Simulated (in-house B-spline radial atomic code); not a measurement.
Configurations of Tc⁴⁺, with energies counted from [Kr] 4d3. Level of theory: scalar-relativistic (X2C) wB97X, spin-polarised, spherical fractional occupations, exact exchange averaged over the configuration, Fermi nucleus of rms radius 4.41117 fm; calculated with an all-electron radial atomic-structure program (B-spline basis). Shells without spins written out take the highest spin.

Occupations are held fixed; configurations that lie above the ionisation limit could autoionise.

```csv
configuration,E - E(ref) (eV),highest orbital,its <r> (bohr)
[Ar] 3d10 4s2 4p5 4d4,38.128,4d up,1.4
[Ar] 3d9 4s2 4p6 4d3 5p1,279.19,5p up,2.634
```

Task: Order these further configurations by energy, lowest first.
A. [Ar] 3d10 4s2 4p5 4d3 5p1
B. [Kr] 4d2 5p1
C. [Ar] 3d9 4s2 4p6 4d4

Result: B (20.841 eV), A (60.347 eV), C (255.75 eV).
